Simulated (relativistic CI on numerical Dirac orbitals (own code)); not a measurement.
# Cr⁺ (3d5) in a crystal field

Calculated by Dirac-Coulomb-Breit CI, separate exchange-only KLI orbitals for each configuration, model QED (radiative potential, 1s self-energy scaled to tabulated hydrogen-like ionisation energies), valence Slater integrals scaled by 0.8, one configuration in a parametric crystal field (own radial code).

Field parameters in Wybourne normalisation: D4h B²₀ = −7Ds, B⁴₀ = 21(Dq − Dt), B⁴₄ = 21√(5/14) Dq. The field is a parameter set, without covalency.

S is read from ⟨S²⟩ = S(S + 1).

Levels (cm⁻¹, degeneracy): 0 (2), 0 (2), 0 (2), 14902 (2), 14908 (2), 15115 (2), 15123 (2), 15709 (2), 15746 (2), 15782 (2), 15825 (2), 18827 (2).

Question: Which field gives this pattern?
A. D4h, 10Dq = 6550, Ds = 2850, Dt = -460 cm⁻¹
B. D4h, 10Dq = 16700, Ds = 1930, Dt = 850 cm⁻¹
C. D4h, 10Dq = 7100, Ds = -1330, Dt = 160 cm⁻¹

Answer: C. D4h, 10Dq = 7100, Ds = -1330, Dt = 160 cm⁻¹, ground level with S = 2.50.
